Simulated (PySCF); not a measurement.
Gas-phase reaction: ZrCl₄.H₂O + 2 OH = ZrCl₂(OH)₂ + HOCl + HCl

Computed with PySCF and rigid-rotor harmonic-oscillator thermochemistry at 1 bar. † marks an energy on the PBE0/def2-TZVP geometry and frequencies; other levels use their own. Open shells (unrestricted): OH (multiplicity 2); the rest are closed-shell singlets. Spin-orbit splitting is ignored; it lowers the true energy and changes the entropy of OH. B3LYP is the form with VWN-RPA correlation. Zr: scalar-relativistic def2 core potential, no spin-orbit coupling. Adducts (ZrCl₄.H₂O) have no counterpoise correction, and HF, PBE, BLYP, B3LYP and PBE0 lack dispersion. ZrCl₄.H₂O, ZrCl₂(OH)₂: computed as isolated molecules; such fragments, hydroxides, amides, oligomers or adducts are transient or little studied in the gas.

| level | ΔH°(298 K), kJ |
|---|---|
| B3LYP/def2-TZVP† | ? |
| HF/def2-TZVP† | ? |
| PBE/def2-SVP | ? |
| PBE0/def2-SVP† | -178 |
| r2SCAN/def2-TZVP† | -184 |
| LDA/def2-TZVP† | -325 |

Q: What belongs in the gaps?

A: 
- B3LYP/def2-TZVP†, ΔH°(298 K), kJ: -212
- HF/def2-TZVP†, ΔH°(298 K), kJ: 5
- PBE/def2-SVP, ΔH°(298 K), kJ: -233
